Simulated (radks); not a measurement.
Results of a calculation; reference values are marked as such.
Question: The mean radii <r> (bohr) of the occupied orbitals of an atom or ion are listed with their occupations. Level of theory: scalar-relativistic Kohn-Sham, PW91, spin-polarised, spherical densities, finite nucleus; Fermi nuclear charge, rms radius of each element as measured or else 0.836 A^(1/3) + 0.57 fm (a radial shooting solver on a logarithmic mesh with Libxc functionals).

orbital  occ.      <r>
1s up       1  0.03040
1s down     1  0.03040
2s up       1   0.1317
2s down     1   0.1317
2p up       3   0.1148
2p down     3   0.1148
3s up       1   0.3583
3s down     1   0.3583
3p up       3   0.3570
3p down     3   0.3569
3d up       5   0.3346
3d down     5   0.3345
4s up       1   0.8717
4p up       3   0.9465
4p down     3   0.9490
4d up       5    1.190
4d down     5    1.195
5p up       1    2.834

Name the element and its charge. Open shells, if any, are filled with parallel spins first.

Answer: Z = 48, cadmium, charge +2: Cd2+ in [Ar] 3d10 4s1 4p6 4d10 5p1. The 1s radius gives Z: for a bare nucleus <r> = (2 gamma + 1)/(2Z) with gamma = sqrt(1 - (Z/c)^2), 0.02993 bohr for Z = 48, and screening makes it slightly larger (0.03040 here). The occupations add up to 46, and the charge is Z minus that.
